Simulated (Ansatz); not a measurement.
C₃H₁₂OSi₂, SMILES C[SiH2][C@H]([SiH3])CO.

The structure is a stationary point at ωB97X-D3(BJ)/def2-SVP. The structure was generated by enumeration; whether it is a known compound was not checked. One conformer was computed; it need not be the lowest.

Two levels are set side by side: PBE/def2-SVPD (Ansatz, an electronic-structure program) and CAM-B3LYP/def2-SVPD (Ansatz). Energy differences of separate SCF runs at the same geometry; the states with an electron removed or added have multiplicity 2 and 2. Differences are taken from unrounded values.

```
quantity                           CAM-B3LYP   PBE  PBE minus CAM-B3LYP
---------------------------------  ---------  ----  -------------------
vertical ionisation energy (eV)        10.30  9.52                -0.78
vertical singlet–triplet gap (eV)       6.99  6.38                -0.61
```
